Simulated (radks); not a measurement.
Results of a calculation; reference values are marked as such.
Spherical jellium clusters: N electrons in a uniform positive sphere of charge N and radius rs N^(1/3), rs = 3.05 bohr. Level of theory: non-relativistic Kohn-Sham, LDA (Slater exchange, Perdew-Wang correlation), spin-polarised, spherical densities (a radial shooting solver with Libxc functionals). Levels are named by radial order and angular momentum (1s, 1p, 1d, 2s, ...), and open shells are averaged over m.

N = 22, configuration 1s2 1p6 1d10 2s2 1f(up 2, down 0). This is the lowest configuration that the search found. Occupied and some empty levels:

level,occupation,eigenvalue (eV),<r> (bohr)
1s up,1,-7.1928,5.321
1s down,1,-7.0911,5.232
1p up,3,-5.9488,6.315
1p down,3,-5.8044,6.269
1d up,5,-4.3871,7.074
1d down,5,-4.2201,7.060
2s up,1,-3.6512,6.087
2s down,1,-3.5584,6.133
1f up,2,-2.6027,7.816
1f down,0,-2.4295,7.836
2p up,0,-1.8460,7.892
2p down,0,-1.7558,7.953
1g up,0,-0.71052,8.795
1g down,0,-0.55055,8.895
2d up,0,-0.43667,10.99
2d down,0,-0.36924,11.26

Energy (eV): total -35.7539, kinetic 61.537, external -1807.6, Hartree 885.35, exchange-correlation -99.710, background 924.64.
